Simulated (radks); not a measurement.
Removal energies from the barium ion Ba5+, [Kr] 4d10 5s2 5p3, by Delta-SCF beside the eigenvalue of the level emptied. Calculated with a radial shooting solver on a logarithmic mesh with Libxc functionals: scalar-relativistic Kohn-Sham, r2SCAN, spin-polarised, spherical densities, finite nucleus; meta-GGA in the generalised Kohn-Sham scheme; Fermi nuclear charge, rms radius of each element as measured or else 0.836 A^(1/3) + 0.57 fm. Open shells are filled with parallel spins first.

[
 {"removed from": "5p", "final configuration": "[Kr] 4d10 5s2 5p2", "Delta-SCF (eV)": "74.407", "-eigenvalue (eV)": "68.292"},
 {"removed from": "5s", "final configuration": "[Kr] 4d10 5s1 5p3", "Delta-SCF (eV)": "86.750", "-eigenvalue (eV)": "81.034"},
 {"removed from": "4d", "final configuration": "[Kr] 4d9 5s2 5p3", "Delta-SCF (eV)": "156.37", "-eigenvalue (eV)": "145.01"},
 {"removed from": "4p", "final configuration": "[Ar] 3d10 4s2 4p5 4d10 5s2 5p3", "Delta-SCF (eV)": "251.15", "-eigenvalue (eV)": "239.03"}
]
